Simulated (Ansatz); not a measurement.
Consider the ligand exchange at the Si–S bond: `CS[SiH]1CC1` + PH₃ → `P[SiH]1CC1` + CH₃SH.

Calculated with Ansatz (gas phase, PBE0-D4/def2-TZVP geometries, no zero-point term in ΔE). CBS: MP2 limit from def2 TZ/QZ plus the TZ coupled-cluster correction, frozen cores. This one scheme is used for every species. DFT in def2-TZVPP. One conformer a species, not always the lowest.

**Question.** Is it downhill or uphill in electronic energy at CCSD(T)/CBS, and by how much? (An estimate is asked.)

**Answer.** Computed: Uphill: ΔE = +32.2 kJ/mol.

**Question.** What do these levels give: PBE, BLYP, r2SCAN0, MP2/def2-SVP, MP2/def2-QZVPP, HF/CBS(def2)? (An estimate is asked.)

**Answer.** Computed: PBE 26.1, BLYP 29.2, r2SCAN0 30.6, MP2/def2-SVP 33.6, MP2/def2-QZVPP 35.0, HF/CBS(def2) 34.5 kJ/mol.

Largest T1 diagnostic among the species: 0.013.

Leaving LDA and LC-ωPBE aside and taking each functional with its dispersion term where it has one, the values, not all of them listed here, spread over 6.5 kJ/mol, from PBE-D4 to BHLYP-D4.
